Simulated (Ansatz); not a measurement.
Reaction (formal exchange of groups at the Se–Si bond): `[SeH][SiH]([SeH])[SeH]` + `[OH][GeH3]` → `[OH][GeH2][SeH]` + `[SeH][SiH2][SeH]`

Program: Ansatz. Geometries: PBE0-D4/def2-TZVP. ΔE: electronic, gas phase. CCSD(T)/CBS is the MP2 limit (def2-TZVPP, def2-QZVPP) plus CCSD(T) − MP2 in def2-TZVPP, frozen cores. For Ge, Se outer-core shells are correlated without core-valence functions, which leaves a few kJ/mol of doubt a bond. Scalar relativity is left out up to krypton. Each species was taken in one conformer, which may not be the lowest.

```tsv
species	MP2/def2-QZVPP energy (Eh)
`[SeH][SiH]([SeH])[SeH]`	-7492.91195
`[OH][GeH3]`	-2153.44856
`[OH][GeH2][SeH]`	-4553.94695
`[SeH][SiH2][SeH]`	-5092.41302
```

(1) Work out ΔE.

Largest T1 diagnostic among the species: 0.011.

Answers

(1) ΔE = (-4553.94695) + (-5092.41302) − (-7492.91195) − (-2153.44856) = 0.00054 Eh = +0.3 kcal/mol. CCSD(T)/CBS gives -0.4 kcal/mol.

The D4 term adds +1.8 kcal/mol with B3LYP and +0.9 kcal/mol with PBE0; it sums over pairs of atoms, weighted by their polarisabilities, and B3LYP, whose exchange is more repulsive, gets the larger term. In def2-TZVPP, CCSD(T) changes the Hartree–Fock value by +2.3 kcal/mol (the triples alone add +0.4 kcal/mol) and MP2 by +3.4 kcal/mol.

B3LYP here is the variant with VWN-RPA as its local correlation; programs differ in this.
